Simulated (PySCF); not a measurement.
## Distorted geometries of Hf(OH)4

Hf(OH)4 (singlet). PySCF 2.14.0, RKS BP86, Hf def2-SVP with ECP60, O def2-SVP, H def2-SVP; non-relativistic Hamiltonian with scalar-relativistic core potentials where named; density fitting; no spin-orbit coupling. Relaxed geometry:

```xyz
9

Hf   -0.0668    0.0000    0.2387
O     1.6777    0.0000   -0.6160
H     2.5875    0.0000   -0.9344
O    -0.2451    1.5897    1.3432
H    -0.4185    2.3797    1.8677
O    -1.4493    0.0000   -1.1338
H    -1.9075    0.0000   -1.9830
O    -0.2451   -1.5896    1.3433
H    -0.4185   -2.3796    1.8678
```

Task: Order these distorted geometries by energy above the relaxed one, lowest first.
A.
```xyz
9

Hf   -0.1127    0.0456    0.2490
O     1.6101   -0.0303   -0.5988
H     2.6123   -0.0497   -0.8924
O    -0.3244    1.6276    1.3860
H    -0.4183    2.3507    1.8365
O    -1.4572   -0.0199   -1.1179
H    -1.7810    0.0923   -2.0538
O    -0.2658   -1.6149    1.3231
H    -0.3484   -2.4014    1.8617
```
B.
```xyz
9

Hf   -0.1237   -0.0589    0.1400
O     1.5982    0.0384   -0.6431
H     2.7351    0.0587   -0.9435
O    -0.2631    1.6237    1.4142
H    -0.4069    2.3664    1.8342
O    -1.4505   -0.0732   -1.1604
H    -1.9138   -0.0463   -1.9024
O    -0.1960   -1.5350    1.3169
H    -0.4646   -2.3739    1.9374
```
C.
```xyz
9

Hf    0.0725    0.1741    0.4066
O     1.7400    0.0808   -0.5856
H     2.5175   -0.2004   -1.1460
O    -0.0946    1.6587    1.3598
H    -0.4969    2.4523    1.8434
O    -1.4456   -0.1539   -1.3100
H    -1.9653   -0.0502   -1.9667
O    -0.3389   -1.6240    1.4540
H    -0.4741   -2.3374    1.9379
```

Result: A (0.62 eV), B (2.11 eV), C (2.91 eV).

Task: Which forces (eV/Å) act in the one that lies 2.11 eV up?

Result: 
```
Hf   1.12  3.83  3.88
O    6.49  0.05 -2.21
H   -5.42 -0.12  1.46
O    1.34 -8.56 -5.30
H   -1.28  6.39  3.54
O    1.51 -0.33  3.40
H   -3.57  0.18 -5.52
O   -1.20 -4.58  3.09
H    1.02  3.14 -2.34
```
Forces carry noise of the integration grid, about 0.01 to 0.03 eV/Å.
